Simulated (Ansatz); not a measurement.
What each rung costs, and what it gives

Saddle point of SiH5O4F, closed shell (SiH₄O₄ ([OH][Si]([OH])([OH])[OH]) + HF → SiH₃O₃F ([OH][Si]([OH])([OH])[F]) + H₂O; bonds formed: Si1–F7, O2–H6; bonds broken: Si1–O2, H6–F7), PBE0-D4/def2-TZVP structure:

| atom | x (Å) | y (Å) | z (Å) |
| --- | --- | --- | --- |
| Si1 | -0.1763 | -0.2746 | 0.1127 |
| O2 | 0.2752 | 1.3798 | 0.6427 |
| O3 | -0.7152 | -0.4633 | -1.4186 |
| O4 | -1.6007 | -0.2026 | 0.9324 |
| O5 | 0.6775 | -1.4170 | 0.8879 |
| H6 | 1.0866 | 1.3307 | -0.0539 |
| F7 | 1.5757 | 0.3113 | -0.7511 |
| H8 | -0.4022 | 2.0556 | 0.5396 |
| H9 | -0.0093 | -0.4638 | -2.0692 |
| H10 | -2.2958 | -0.7687 | 0.5958 |
| H11 | 1.5844 | -1.4875 | 0.5815 |

Barriers are electronic and count from the start structure reached by relaxing down the imaginary mode.

Program: Ansatz 0.2.0. Basis: as named in each row. Cores are frozen in the correlated methods. B3LYP uses VWN-RPA correlation. Extrapolation: Hartree–Fock as exp(−7.88 √X), correlation as X^−2.97.

Times are rough, for one single point on 8 threads of a shared host (Arm Neoverse V2).

The estimate by CCSD(T) at an estimated basis limit (MP2 extrapolated from triple and quadruple zeta, plus CCSD(T) − MP2 in triple zeta) is 24.46 kcal/mol.

| method | basis | time (s) | barrier (kcal/mol) | method less estimate |
| --- | --- | --- | --- | --- |
| HF | STO-3G | under 1 | 32.57 | 8.11 |
| PBE-D4 | STO-3G | under 1 | -7.07 | -31.53 |
| SPW92 | def2-SVP | under 1 | 9.97 | -14.49 |
| PBE-D4 | def2-SVP | under 1 | 15.56 | -8.90 |
| B3LYP-D4 | 6-31G | under 1 | 14.15 | -10.31 |
| PBE0-D4 | def2-SVP | under 1 | 18.56 | -5.90 |
| SPW92 | def2-TZVPP | under 1 | 15.04 | -9.42 |
| PBE-D4 | def2-TZVPP | 1 | 20.63 | -3.83 |
| BLYP-D4 | def2-TZVPP | 1 | 23.82 | -0.63 |
| B3LYP-D4 | def2-TZVPP | 2 | 25.13 | 0.67 |
| BHLYP-D4 | def2-TZVPP | 2 | 27.41 | 2.95 |
| PBE0-D4 | def2-TZVPP | 2 | 22.98 | -1.48 |
| CAM-B3LYP-D4 | def2-TZVPP | 2 | 24.09 | -0.37 |
| wB97M-V | def2-SVP | 2 | 17.67 | -6.79 |
| r2SCAN-D4 | def2-TZVPP | 2 | 21.27 | -3.19 |
| r2SCAN0-D4 | def2-TZVPP | 3 | 23.23 | -1.22 |
| B2PLYP | def2-TZVPP | 3 | 24.91 | 0.45 |
| PBE-QIDH | def2-TZVPP | 3 | 24.04 | -0.42 |
| RPA on PBE | def2-TZVPP | 3 | 24.08 | -0.38 |
| wB97X-V | def2-TZVPP | 4 | 23.08 | -1.38 |
| B97M-V | def2-TZVPP | 4 | 23.54 | -0.92 |
| wB97M-V | def2-TZVPP | 4 | 22.35 | -2.11 |
| CCSD(T) | def2-SVP | 5 | 22.67 | -1.79 |
| MP2 | def2-QZVPP | 13 | 24.17 | -0.29 |
| CCSD(T) | def2-TZVPP | 170 | 24.79 | 0.33 |

All methods are single points on the PBE0-D4 structures; a negative value means that the method puts the saddle structure below the start.

T1 diagnostic: at most 0.012.

Steps of this kind, hydrogen fluoride cutting a network bond, underlie vapour etching and the fluorination step of atomic layer etching.

Labels in which every atom is bracketed show which atoms are joined, not bond orders.
